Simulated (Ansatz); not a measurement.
`[BH2][AlH][SbH2]` + `O[SiH3]` → `[SiH3][O][SbH2]` + `[BH2][AlH2]`  (cleavage of the Sb–Al bond)

Calculated with Ansatz (gas phase, PBE0-D4/def2-TZVP geometries, no zero-point term in ΔE). CCSD(T)/CBS is the MP2 limit (def2-TZVPP, def2-QZVPP) plus CCSD(T) − MP2 in def2-TZVPP, frozen cores. This one scheme is used for every species. DFT in def2-TZVPP. def2 core potentials past Kr. For Sb outer-core shells are correlated without core-valence functions, which leaves a few kJ/mol of doubt a bond.

```tsv
species	r2SCANh-D4 energy (Eh)
`[BH2][AlH][SbH2]`	-510.52620
`O[SiH3]`	-367.12573
`[SiH3][O][SbH2]`	-608.05581
`[BH2][AlH2]`	-269.56794
```

Task: Work out ΔE.

Result: ΔE = (-608.05581) + (-269.56794) − (-510.52620) − (-367.12573) = 0.02818 Eh = +17.7 kcal/mol. CCSD(T)/CBS gives +16.1 kcal/mol.

Largest T1 diagnostic among the species: 0.014.

From r2SCAN to r2SCAN0 (25 % exact exchange), in def2-TZVPP and without D4, ΔE moves by +1.3 kcal/mol. In def2-TZVPP, CCSD(T) changes the Hartree–Fock value by +3.6 kcal/mol (the triples alone add +0.4 kcal/mol) and MP2 by +4.6 kcal/mol.
